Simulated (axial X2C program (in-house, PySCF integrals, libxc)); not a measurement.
# How long does InBr⁺ take?

A bond scan computed with an in-house all-electron X2C program for linear molecules (integrals from PySCF). Basis: In dyall-cv3z [11s12p9d4f1g], Br dyall-cv3z [8s9p6d4f1g] (cores contracted in-house).

Input file and command:
```json
{"zs": [49, 35], "q": 1, "bas": ["dyall-cv3z", "dyall-cv3z"], "levels": ["PBE0", "HF", "BLYP"], "cc": true, "r0": 2.56, "thr": -1.0, "nmax": 90, "npts": 10, "nst": 2, "ntry": 6}
```
```bash
python so2c.py task.json out
```

Keys: zs atomic numbers; q charge; bas basis sets; levels methods; cc coupled cluster on or off; r0 starting distance in Å; thr threshold in hartree for freezing inner shells (an s shell follows its p shell); nmax most natural virtual spinors; npts points on the curve; nst determinants followed; ntry starts of the search. HF also brings MP2.

Hardware: 1 thread of Intel(R) Xeon(R) Processor @ 2.30GHz, with other jobs on the host.

Wall time of one point of each curve, integrals apart:

```tsv
Hamiltonian	level	points	seconds a point
spin-free	PBE0	10	0.88
spin-free	HF	10	0.61
spin-free	CCSD(T) (9 electrons, 90 virtuals)	7	5.4
spin-free	BLYP	10	0.55
2c	PBE0	10	1.4
2c	HF	10	1.2
2c	CCSD(T) (9 electrons, 90 virtuals)	7	6.9
2c	BLYP	10	0.63
```

The rest:

Search with its distance optimisation 50 s, atoms 18 s, whole task 220 s. Coupled cluster runs on the points near the minimum only. The program drops outer points, and coupled cluster, when its time limit (not in the input) nears; MP2, further determinants and curves that did not converge are not in the table.
